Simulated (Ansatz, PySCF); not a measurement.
Gas-phase reaction (SMILES): C[Si](C)(C)Br -> [CH2][Si](C)(C)Br + H atom; the C-H bond at the site shown breaks (other sites are not compared here).

Structures are relaxed separately at B3LYP-D3(BJ)/def2-TZVP in Ansatz (a quantum-chemistry and plane-wave program), one conformer each, not searched for the lowest. Correlated levels leave the core frozen unless marked. Open shells are spin-unrestricted. Spin-orbit coupling is left out. Frozen are the shells of the preceding noble gas and the d and f shells that filled before the atom's block. Non-relativistic. CBS marks a two-point X^-3 extrapolation of the correlation energy; Hartree-Fock from the larger set. Thermal terms are rigid-rotor harmonic-oscillator values from B3LYP-D3(BJ) frequencies (Ansatz or PySCF) at 298.15 K and 1 atm. 1 Eh = 627.5095 kcal/mol. Atoms have translation alone.

```
species            E, CCSD(T)/CBS(def2-TZVPP,def2-QZVPP) (Ansatz) (Eh)  E, r2SCAN-D4/def2-TZVPD (Ansatz + dftd4) (Eh)  H - E (Eh)
-----------------  ---------------------------------------------------  ---------------------------------------------  ----------
C[Si](C)(C)Br                                              -2981.42635                                    -2983.42026     0.12157
[CH2][Si](C)(C)Br                                          -2980.75333                                    -2982.75551     0.10823
H atom                                                        -0.49998                                       -0.49993     0.00236
```

Work out ΔE and ΔH at 298.15 K at the first level, then ΔH at the second.


1. ΔE = [(-2980.75333) + (-0.49998)] - [(-2981.42635)] = 0.17304 Eh = 108.6 kcal/mol at CCSD(T)/CBS(def2-TZVPP,def2-QZVPP).
2. The terms H - E add up to -0.01098 Eh, so ΔH = (0.17304 + (-0.01098))×627.5095 = 101.7 kcal/mol.
3. At r2SCAN-D4/def2-TZVPD the same steps give ΔE = 103.4 and ΔH = 96.5 kcal/mol, a shift of -5.2 from the first level.
4. These values are not checked against measurement here, since the tables used lack a sound gas-phase enthalpy of formation for at least one species.
